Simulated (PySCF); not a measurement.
# Hf (hafnium, neutral) across methods

[Xe] 4f14 5d3 6s1, high-spin 5F determinant (an excited configuration). All numbers are calculated (PySCF 2.14, the spin-free X2C one-electron Hamiltonian (Gaussian nucleus), in x2c-TZVPPall).

```json
{"method": "PBE", "E (hartree)": "-15078.53", "mean ε 4f β (eV)": "-15.203", "mean ε 6s α (eV)": "-5.187", "mean ε 5d α (eV)": "-2.659", "Σ⟨r²⟩ (bohr²)": "70.37", "⟨S²⟩": "6.001"}
{"method": "wB97M-V", "E (hartree)": "-15077.62", "mean ε 4f β (eV)": "-20.962", "mean ε 6s α (eV)": "-7.224", "mean ε 5d α (eV)": "-5.491", "Σ⟨r²⟩ (bohr²)": "69.55", "⟨S²⟩": "6.003"}
{"method": "PBE0", "E (hartree)": "-15078.29", "mean ε 4f β (eV)": "-18.809", "mean ε 6s α (eV)": "-5.723", "mean ε 5d α (eV)": "-3.544", "Σ⟨r²⟩ (bohr²)": "69.56", "⟨S²⟩": "6.002"}
{"method": "BP86", "E (hartree)": "-15080.48", "mean ε 4f β (eV)": "-15.320", "mean ε 6s α (eV)": "-5.311", "mean ε 5d α (eV)": "-2.725", "Σ⟨r²⟩ (bohr²)": "70.06", "⟨S²⟩": "6.001"}
{"method": "r2SCAN", "E (hartree)": "-15078.64", "mean ε 4f β (eV)": "-15.145", "mean ε 6s α (eV)": "-5.333", "mean ε 5d α (eV)": "-2.824", "Σ⟨r²⟩ (bohr²)": "69.13", "⟨S²⟩": "6.004"}
{"method": "revPBE", "E (hartree)": "-15078.94", "mean ε 4f β (eV)": "-15.150", "mean ε 6s α (eV)": "-5.135", "mean ε 5d α (eV)": "-2.645", "Σ⟨r²⟩ (bohr²)": "70.33", "⟨S²⟩": "6.002"}
{"method": "UHF", "E (hartree)": "-15073.37283", "mean ε 4f β (eV)": "-29.249", "mean ε 6s α (eV)": "-7.018", "mean ε 5d α (eV)": "-5.916", "Σ⟨r²⟩ (bohr²)": "69.68", "⟨S²⟩": "6.008"}
```

Task: Estimate the same row for LDA.

Result: E (hartree) = -15068.68; mean ε 4f β (eV) = -15.491; mean ε 6s α (eV) = -5.364; mean ε 5d α (eV) = -2.682; Σ⟨r²⟩ (bohr²) = 70.04; ⟨S²⟩ = 6.001.

Spin-orbit coupling, absent here, splits the open shell strongly.
